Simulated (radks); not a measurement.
The numbers below are computed, except where a source is named.
The strontium ion Sr2+ inside a hard spherical wall (all orbitals vanish at R), configuration held at [Kr] and not refilled when levels cross. Code: a radial shooting solver on a logarithmic mesh with Libxc functionals. Model: scalar-relativistic Kohn-Sham, LDA (Slater exchange, Perdew-Wang correlation), spin-unpolarised, spherical densities, point nucleus. Eigenvalues in eV, with the zero of energy where the potential of the charges vanishes at infinity; a dash marks a level that is unbound or too diffuse for the functional's potential to be trusted. A positive occupied level is held by the wall or, in an anion where self-interaction has pushed it up, behind a barrier. The pressure on the wall is -dE/dV.

R (bohr) = free: E (hartree) -3175.18264; kinetic (hartree) 3255.097; e(3p) -269.91; e(3d) -142.40; e(4s) -54.860; e(4p) -36.656; e(5s, empty) -13.555; e(4d, empty) -13.396; pressure (GPa) 0
R (bohr) = 20: E (hartree) -3175.18264; kinetic (hartree) 3255.097; e(3p) -269.91; e(3d) -142.40; e(4s) -54.860; e(4p) -36.656; e(5s, empty) -13.555; e(4d, empty) -13.396; pressure (GPa) < 0.0001
R (bohr) = 15: E (hartree) -3175.18264; kinetic (hartree) 3255.097; e(3p) -269.91; e(3d) -142.40; e(4s) -54.860; e(4p) -36.656; e(5s, empty) -13.555; e(4d, empty) -13.396; pressure (GPa) < 0.0001
R (bohr) = 12: E (hartree) -3175.18264; kinetic (hartree) 3255.097; e(3p) -269.91; e(3d) -142.40; e(4s) -54.860; e(4p) -36.656; e(5s, empty) -13.554; e(4d, empty) -13.396; pressure (GPa) < 0.0001
R (bohr) = 8: E (hartree) -3175.18264; kinetic (hartree) 3255.097; e(3p) -269.91; e(3d) -142.40; e(4s) -54.860; e(4p) -36.656; e(5s, empty) -13.508; e(4d, empty) -13.389; pressure (GPa) < 0.0001
R (bohr) = 7: E (hartree) -3175.18263; kinetic (hartree) 3255.097; e(3p) -269.91; e(3d) -142.40; e(4s) -54.860; e(4p) -36.656; e(5s, empty) -13.371; e(4d, empty) -13.364; pressure (GPa) 0.000938
R (bohr) = 6: E (hartree) -3175.18252; kinetic (hartree) 3255.099; e(3p) -269.91; e(3d) -142.39; e(4s) -54.855; e(4p) -36.651; e(5s, empty) -12.875; e(4d, empty) -13.261; pressure (GPa) 0.0229
R (bohr) = 3: E (hartree) -3174.74039; kinetic (hartree) 3258.091; e(3p) -263.91; e(3d) -136.43; e(4s) -50.359; e(4p) -31.436; e(5s, empty) 20.327; e(4d, empty) -2.686; pressure (GPa) 298
R (bohr) = 2: E (hartree) -3169.16706; kinetic (hartree) 3281.614; e(3p) -236.05; e(3d) -108.76; e(4s) -21.184; e(4p) 2.955; e(5s, empty) 148.66; e(4d, empty) 43.790; pressure (GPa) 9480
